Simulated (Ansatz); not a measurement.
Computed with Ansatz on PBE0-D4/def2-TZVP structures; ΔE is electronic, products minus reactants. CCSD(T)/CBS is the MP2 limit (def2-TZVPP, def2-QZVPP) plus CCSD(T) − MP2 in def2-TZVPP, frozen cores. DFT in def2-TZVPP. B3LYP here is the variant with VWN-RPA as its local correlation; programs differ in this. For Br, Zn outer-core shells are correlated without core-valence functions, which leaves a few kJ/mol of doubt a bond. Scalar relativity is left out up to krypton. One conformer a species, not always the lowest.

Consider the formal exchange of groups at a Zn–O bond: `[ZnH][O][SiH2]Br` + `FCOC(F)F` → `FC(F)[O][ZnH]` + `FCO[SiH2]Br`.

```tsv
level	ΔE (kJ/mol)	difference from CCSD(T)/CBS
PBE-D4	1.0	-7.1
r2SCAN-D4	5.1	-3.0
B3LYP-D4	0.4	-7.7
ωB97M-V	4.0	-4.1
B2PLYP	3.6	-4.5
PBE	1.1	-7.0
r2SCAN	5.2	-2.9
B3LYP	0.4	-7.7
CCSD(T)/def2-TZVPP	7.3	-0.8
MP2/CBS(def2)	8.3	0.2
CCSD(T)/CBS	8.1	0
```

Largest T1 diagnostic among the species: 0.015.

From PBE to PBE0 (25 % exact exchange), in def2-TZVPP and without D4, ΔE moves by +3.1 kJ/mol.
